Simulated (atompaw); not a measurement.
## aluminium: one change to a PAW (atompaw) potential, before and after

* Element: aluminium (Al)
* Generator: atompaw 4.2.0.5
* Type: PAW
* Functional: LDA (PW92)
* Relativity: non-relativistic
* Frozen core: [Ne]
* Valence charge: 3
* Reference configuration: 3s2 3p1
* Partial waves: 3s (bound): rc 1.65 bohr; 3s channel at 0.45 Ry: rc 1.65 bohr; 3p (bound): rc 2.85 bohr; 3p channel at 0.8 Ry: rc 2.85 bohr
* Local potential: bessel scheme, radius 2.20 bohr
* Core correction: smooth core density matched at 1.55 bohr
* Augmentation charge: besselshape compensation charge, radius 2.15 bohr; PAW radius 2.85 bohr; waves and projectors: custom polynom vanderbiltortho

All-electron outer shells of the reference configuration (LDA (PW92), non-relativistic, ld1.x):

```tsv
shell	level (eV)	outermost node (bohr)	outermost maximum (bohr)
3s	-7.81	0.80	2.06
3p	-2.79	0.82	2.64
```

Change: wave 3p (bound): rc 2.85 bohr becomes 3p (bound): rc 1.54 bohr.

Cutoffs: the cutoffs (Ry, on a coarse ladder) from which the occupation-weighted sum of valence levels, in a spherical-Bessel basis at the reference potential, stays within 10 and 1 mRy of its value at 400 Ry; they do not see the model core or the augmentation charge, which bear on the density cutoff.

Task: What does the change do?

Result: The potential gets harder (15 Ry and 21 Ry → 15 Ry and 25 Ry); the range in which the p phases agree narrows (upper end 3.1 → 2.1); neither file shows a bound ghost.

| quantity | base | changed |
| --- | --- | --- |
| cutoff, loose | 15 Ry | 15 Ry |
| cutoff, tight | 21 Ry | 25 Ry |
| bound ghosts | none | none |
| s: phases at 2.87 bohr within 0.05 rad from the reference energy up to (Ry; the scan ends near 5) | to the end of the scan | to the end of the scan |
| p: phases at 2.87 bohr within 0.05 rad from the reference energy up to (Ry; the scan ends near 5) | 3.1 | 2.1 |
| lowest overlap eigenvalue by channel | s 0.42, p 0.95 | s 0.42, p 0.09 |

 The cutoffs see the waves, projectors and local potential, not the compensation charge or the core.
